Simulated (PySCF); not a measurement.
**From computed data to an observable: oscillator strength and radiative lifetime**

C₃H₆FNSi, SMILES [SiH3]C1[C@@H](CN=1)F.

Geometry optimised at PBE-D3(BJ)/def2-SVP. The structure was generated by enumeration; whether it is a known compound was not checked.

TDA-PBE/def2-SVPD run with PySCF puts the first singlet state with f over 0.02 at 6.31 eV (vertical), with the transition dipole (0.734, 0.193, 0.226) in atomic units.

Question: Find the oscillator strength, the wavelength and the radiative lifetime that this transition would have in vacuum if emission retraced absorption.

Answer: 
|μ|² = 0.6271 au, so |μ| = 2.01 D. ΔE = 6.31/27.211 = 0.2319 hartree. f = (2/3) ΔE |μ|² = 0.097 (the program prints 0.097).
λ = 1239.84/6.31 = 196 nm; ν = 50894 cm⁻¹.
Einstein's coefficient A = 0.6670 ν² f s⁻¹ (ν in cm⁻¹) = 1.7e8 s⁻¹, so τ = 1/A = 6.0 ns. This state is S6; the lower singlets have f = 0.003, 0.001, 0.008, 0.002, 0.013. The figure is the radiative limit of this one transition; relaxation, internal conversion, crossing to triplets and a medium change what is measured.
